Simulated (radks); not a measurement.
Ir13+, configuration [Kr] 4d10 4f14 5s2 5p2 (the NIST ground configuration).

Method: scalar-relativistic Kohn-Sham, PBEsol, spin-polarised, spherical densities, finite nucleus; open shells are filled with parallel spins first (spin-orbit coupling, left out, can overturn this in heavy ions); Fermi nuclear charge, rms radius 5.4032 fm; computed with a radial shooting solver on a logarithmic mesh with Libxc functionals.

Energy parts (eV):
total: -483417.01
kinetic: 537310.55
electron-nucleus: -1183579.42
Hartree: 171894.63
exchange-correlation: -9042.77

Orbitals (lengths in bohr, moments of r in powers of bohr; <r^-3> diverges for s and p1/2):
1s up: occ. 1; eigenvalue (eV) -76326.86; <r^4> 4.816e-07
1s down: occ. 1; eigenvalue (eV) -76326.53; <r^4> 4.816e-07
2s up: occ. 1; eigenvalue (eV) -13559.75; <r^4> 0.00007128
2s down: occ. 1; eigenvalue (eV) -13559.57; <r^4> 0.00007128
2p up: occ. 3; eigenvalue (eV) -11818.48; <r^-3> 23040; <r^4> 0.00005700
2p down: occ. 3; eigenvalue (eV) -11818.20; <r^-3> 23040; <r^4> 0.00005700
3s up: occ. 1; eigenvalue (eV) -3358.746; <r^4> 0.002592
3s down: occ. 1; eigenvalue (eV) -3358.550; <r^4> 0.002591
3p up: occ. 3; eigenvalue (eV) -2849.249; <r^-3> 5221; <r^4> 0.002820
3p down: occ. 3; eigenvalue (eV) -2849.024; <r^-3> 5220; <r^4> 0.002819
3d up: occ. 5; eigenvalue (eV) -2287.544; <r^-3> 658.4; <r^4> 0.002168
3d down: occ. 5; eigenvalue (eV) -2287.321; <r^-3> 658.4; <r^4> 0.002168
4s up: occ. 1; eigenvalue (eV) -906.9645; <r^4> 0.05885
4s down: occ. 1; eigenvalue (eV) -906.5822; <r^4> 0.05875
4p up: occ. 3; eigenvalue (eV) -739.5071; <r^-3> 1244; <r^4> 0.07808
4p down: occ. 3; eigenvalue (eV) -739.0806; <r^-3> 1244; <r^4> 0.07779
4d up: occ. 5; eigenvalue (eV) -533.4893; <r^-3> 136.5; <r^4> 0.1080
4d down: occ. 5; eigenvalue (eV) -532.9444; <r^-3> 136.8; <r^4> 0.1071
4f up: occ. 7; eigenvalue (eV) -303.3121; <r^-3> 26.06; <r^4> 0.1962
4f down: occ. 7; eigenvalue (eV) -302.4696; <r^-3> 26.25; <r^4> 0.1908
5s up: occ. 1; eigenvalue (eV) -325.6706; <r^4> 1.175
5s down: occ. 1; eigenvalue (eV) -322.2534; <r^4> 1.170
5p up: occ. 2; eigenvalue (eV) -275.3330; <r^-3> 272.1; <r^4> 1.723
5p down: occ. 0; eigenvalue (eV) -271.6802; <r^-3> 273.8; <r^4> 1.730

The highest occupied level is 5p up at -275.33 eV. For comparison, the ionisation energy in NIST's Atomic Spectra Database is 303 eV (theoretical). In exact Kohn-Sham theory the highest level is minus the ionisation energy, but local and semilocal functionals leave it too shallow, through self-interaction and a potential that decays too fast; potentials with the right tail come closer. The electron density at the nucleus is 1.946e+06 e/bohr^3 (large components only). Spin moment in Bohr magnetons: 2. Summed over all electrons, <r^2> = 13.64 bohr^2, which gives a Langevin (diamagnetic) susceptibility term of -10.8 x 10^-6 cm^3/mol. The spin density at the nucleus is -18.86 e/bohr^3 (1s -4.68, 2s 1.18, 3s 1.66, 4s 0.10, 5s -17.12).
